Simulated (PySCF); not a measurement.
**Two-component Hartree-Fock for Si⁺ (silicon, charge +1)**

Start: [Ne] 3s2 3p1; 3p1/2 filled at m_j = +1/2. Calculated with PySCF 2.14 in x2c-TZVPall-2c with one added diffuse shell each of s, p type (6s7p2d1f, 44 functions): generalised Hartree-Fock with the X2C-1e Hamiltonian and a Gaussian nucleus; one run each with spin-orbit coupling (SO) switched off, then screened by Boettger's factors.

```
spinor shell  electrons  ε, spin-free (eV)  ε, screened SO (eV)  weight of nominal j (screened SO)  rms radius, screened SO (bohr)
       1s1/2          2            -1886.7              -1886.7                              1.000                           0.129
       2s1/2          2            -177.87              -177.86                              1.000                           0.612
       2p1/2          2            -125.35              -126.02                              0.983                           0.597
       3s1/2          2            -22.951              -22.945                              0.994                            2.25
       3p1/2          1            -16.296              -16.320                              0.924                            2.65
```

(1) Where does 2p3/2 lie, and what is the 2p spin-orbit splitting (screened SO)?

```
   quantity   spin-free  screened SO
E (hartree)  -289.17566   -289.17676
        M_J         1/2          1/2
       ⟨J²⟩       1.052        1.002
       ⟨L²⟩       2.070        2.070
       ⟨S²⟩       0.773        0.773
```

Each row is a mean over spinors that exchange with the open shell spreads, by up to 0.734 eV (2p1/2).

⟨J²⟩ departs a little from M_J(M_J + 1) because the unrestricted spinors polarise the closed shells.

Without spin-orbit coupling the j labels of p, d and f shells carry no meaning; the spin-free column gives the mean over the occupied spinors of each nl shell, and its ⟨J²⟩ belongs to a mixture of degenerate components.

## Answers

(1) At -125.00 eV, 1.017 eV above 2p1/2.
